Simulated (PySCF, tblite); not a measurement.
Isomers of C2H13NO2Si3. Method: GFN2-xTB as coded in tblite; computed harmonic values from a numerical Hessian at the method's own geometry, unscaled. This tight-binding method is rough: wavenumbers can miss measured ones by several per cent, in bad cases by 10 to 20. Modes of hydrogen on silicon can be 10 to 20 % off. One conformer each.

Electronic energies: PBE0/pcSseg-1 single points on the GFN2-xTB geometries (PySCF, gas phase).

```csv
SMILES,"electronic energy, lowest = 0 (kcal/mol)"
CCO[Si@H](O)[SiH2][SiH2]N,39.6
CO[SiH](OC)N([SiH3])[SiH3],28.7
CN(C)[SiH2]O[SiH2]O[SiH3],0.0
```

How do GFN2-xTB zero-point energies change the relative energies?

| SMILES | ZPE (kcal/mol) | of it from modes above 1550 cm⁻¹ | electronic (kcal/mol) | with ZPE, lowest = 0 (kcal/mol) | lowest mode (cm⁻¹) | rings |
| --- | --- | --- | --- | --- | --- | --- |
| CN(C)[SiH2]O[SiH2]O[SiH3] | 92.1 | 48.0 | 0.0 | 0.0 | 17i | 0 |
| CO[SiH](OC)N([SiH3])[SiH3] | 91.4 | 47.8 | 28.7 | 28.1 | 18i | 0 |
| CCO[Si@H](O)[SiH2][SiH2]N | 93.8 | 51.9 | 39.6 | 41.3 | 9 | 0 |

The zero-point energies span 2.4 kcal/mol, from `CO[SiH](OC)N([SiH3])[SiH3]` to `CCO[Si@H](O)[SiH2][SiH2]N`. Slightly imaginary modes are left out of the zero-point energy: `CN(C)[SiH2]O[SiH2]O[SiH3]` 16.9i cm⁻¹ and `CO[SiH](OC)N([SiH3])[SiH3]` 17.9i cm⁻¹. The order is unchanged.

And how do the electronic energies of GFN2-xTB itself compare?

`CN(C)[SiH2]O[SiH2]O[SiH3]` 0.0; `CO[SiH](OC)N([SiH3])[SiH3]` 54.8; `CCO[Si@H](O)[SiH2][SiH2]N` 102.0 kcal/mol, lowest = 0. Against the energies above, taken from the same isomer `CN(C)[SiH2]O[SiH2]O[SiH3]`, the largest difference is 62.4 kcal/mol.
